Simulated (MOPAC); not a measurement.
Job for MOPAC: PM6 on H4Se2Si (SMILES [SiH3][Se][SeH]), a point of a torsion scan.

```
PM6 1SCF PRECISE CHARGE=0 THREADS=1
H4Se2Si

Si    -1.03273612 1    -0.10123863 1     0.05522973 1
Se     0.37841601 1     1.66619523 1    -0.35576392 1
Se     2.35500874 1     0.51777153 1     0.11600710 1
H     -0.66271056 1    -1.19689413 1    -0.83721032 1
H     -2.33925573 1     0.46668550 1    -0.24299850 1
H     -0.88144868 1    -0.49372774 1     1.45427644 1
H      3.18119416 1     1.67382659 1    -0.15969775 1
```

It printed:

```
*******************************************************************************
 **                                                                           **
 **                              MOPAC v23.2.5                                **
 **                                                                           **
 *******************************************************************************
 ** MOPAC's Digital Object Identifier: https://doi.org/10.5281/zenodo.6511958 **
 **                                                                           **
 ** Please cite the open-source release paper for use of this MOPAC version:  **
 ** J. E. Moussa and J. J. P. Stewart (2026)                                  **
 ** MOPAC: An open-source semiempirical molecular orbital program             **
 ** J. Open Source Softw., 11(119), 8025, https://doi.org/10.21105/joss.08025 **
 *******************************************************************************

                              PM6 CALCULATION RESULTS

 *******************************************************************************
 *  PM6        - The PM6 Hamiltonian to be used
 *
 *
 *
 *                 CHARGE ON SYSTEM = 0
 *
 *
 *
 *  PRECISE    - TIGHTER CRITERIA TO BE USED
 *  1SCF       - DO 1 SCF AND THEN STOP
 *  THREADS=1  - MULTI-THREADING NOT USED
 *  T=         - A TIME OF 172800.0 SECONDS REQUESTED
 *  DUMP=N     - RESTART FILE WRITTEN EVERY 7200.0 SECONDS REQUESTED
 *******************************************************************************
PM6 1SCF PRECISE CHARGE=0 THREADS=1
 H4Se2Si

   ATOM   CHEMICAL          X               Y               Z
  NUMBER   SYMBOL      (ANGSTROMS)     (ANGSTROMS)     (ANGSTROMS)

     1      Si         -1.03273612  *  -0.10123863  *   0.05522973  *
     2      Se          0.37841601  *   1.66619523  *  -0.35576392  *
     3      Se          2.35500874  *   0.51777153  *   0.11600710  *
     4       H         -0.66271056  *  -1.19689413  *  -0.83721032  *
     5       H         -2.33925573  *   0.46668550  *  -0.24299850  *
     6       H         -0.88144868  *  -0.49372774  *   1.45427644  *
     7       H          3.18119416  *   1.67382659  *  -0.15969775  *



          CARTESIAN COORDINATES

    NO.       ATOM           X           Y           Z

     1        Si         -1.0327     -0.1012      0.0552
     2        Se          0.3784      1.6662     -0.3558
     3        Se          2.3550      0.5178      0.1160
     4         H         -0.6627     -1.1969     -0.8372
     5         H         -2.3393      0.4667     -0.2430
     6         H         -0.8814     -0.4937      1.4543
     7         H          3.1812      1.6738     -0.1597

 General Reference for PM6:
 "Optimization of Parameters for Semiempirical Methods V: Modification of NDDO Approximations
 and Application to 70 Elements", J. J. P. Stewart, J. Mol. Mod., 13, 1173-1213 (2007)
 URL: https://link.springer.com/article/10.1007/s00894-007-0233-4

           Empirical Formula: H4 Si Se2  =     7 atoms



      MOLECULAR POINT GROUP   :   Cs


      RHF CALCULATION, NO. OF DOUBLY OCCUPIED LEVELS = 10


 -------------------------------------------------------------------------------
 PM6 1SCF PRECISE CHARGE=0 THREADS=1
 H4Se2Si



     1SCF WAS SPECIFIED, SO BFGS WAS NOT USED
     SCF FIELD WAS ACHIEVED


                              PM6 CALCULATION
                                                       MOPAC v23.2.5 Linux




          FINAL HEAT OF FORMATION =         11.10906 KCAL/MOL =      46.48032 KJ/MOL


          COSMO AREA              =        133.48 SQUARE ANGSTROMS
          COSMO VOLUME            =        128.01 CUBIC ANGSTROMS

          IONIZATION POTENTIAL    =          8.058772 EV
          HOMO LUMO ENERGIES (EV) =         -8.059 -2.056
          NO. OF FILLED LEVELS    =         10
          MOLECULAR WEIGHT        =        190.0371         POINT GROUP:  Cs

          MOLECULAR DIMENSIONS (Angstroms)

            Atom       Atom       Distance
            H     7    H     5     5.65150
           Se     2    H     4     2.61491
           Se     2    H     6     2.12851


          SCF CALCULATIONS        =          1





   ATOM   CHEMICAL          X               Y               Z
  NUMBER   SYMBOL      (ANGSTROMS)     (ANGSTROMS)     (ANGSTROMS)

     1      Si         -1.03273612  *  -0.10123863  *   0.05522973  *
     2      Se          0.37841601  *   1.66619523  *  -0.35576392  *
     3      Se          2.35500874  *   0.51777153  *   0.11600710  *
     4       H         -0.66271056  *  -1.19689413  *  -0.83721032  *
     5       H         -2.33925573  *   0.46668550  *  -0.24299850  *
     6       H         -0.88144868  *  -0.49372774  *   1.45427644  *
     7       H          3.18119416  *   1.67382659  *  -0.15969775  *

                             CARTESIAN COORDINATES

   1   Si       -1.032736120    -0.101238630     0.055229730
   2   Se        0.378416010     1.666195230    -0.355763920
   3   Se        2.355008740     0.517771530     0.116007100
   4    H       -0.662710560    -1.196894130    -0.837210320
   5    H       -2.339255730     0.466685500    -0.242998500
   6    H       -0.881448680    -0.493727740     1.454276440
   7    H        3.181194160     1.673826590    -0.159697750


           Empirical Formula: H4 Si Se2  =     7 atoms



      MOLECULAR POINT GROUP   :   Cs


                  EIGENVALUES
 -23.50198 -23.15001 -19.41700 -14.47700 -13.31512 -12.44608 -11.69246 -10.90395
 -10.33904  -8.05877  -2.05638  -0.83375   0.64395   0.69227   0.98958   1.28296
   1.35721   1.80206   3.48306   4.28982   4.34520


              NET ATOMIC CHARGES AND DIPOLE CONTRIBUTIONS

  ATOM NO.   TYPE          CHARGE      No. of ELECS.   s-Pop       p-Pop       d-Pop
    1         Si           0.161428        3.8386     1.22872     2.07240     0.53745
    2         Se          -0.144256        6.1443     1.99638     4.14788
    3         Se          -0.078753        6.0788     1.98986     4.08889
    4          H          -0.011359        1.0114     1.01136
    5          H          -0.006284        1.0063     1.00628
    6          H          -0.011770        1.0118     1.01177
    7          H           0.090992        0.9090     0.90901
 DIPOLE           X         Y         Z       TOTAL
 POINT-CHG.    -0.407    -0.618     0.146     0.754
 HYBRID         0.339     0.497    -0.117     0.613
 SUM           -0.068    -0.121     0.030     0.142


          ATOMIC ORBITAL ELECTRON POPULATIONS

     Atom    s        px        py        pz      x^2-y^2     xz        z^2       yz        xy
    1 Si   1.22872   0.66798   0.66668   0.73773   0.09036   0.03584   0.14781   0.15906   0.10438
    2 Se   1.99638   1.16141   1.15327   1.83319
    3 Se   1.98986   1.07313   1.09833   1.91742
    4  H   1.01136
    5  H   1.00628
    6  H   1.01177
    7  H   0.90901

 **********************
 *                    *
 * JOB ENDED NORMALLY *
 *                    *
 **********************




 == MOPAC DONE ==
```

The run finished.

Cost: around 0.05 core-seconds (rough).
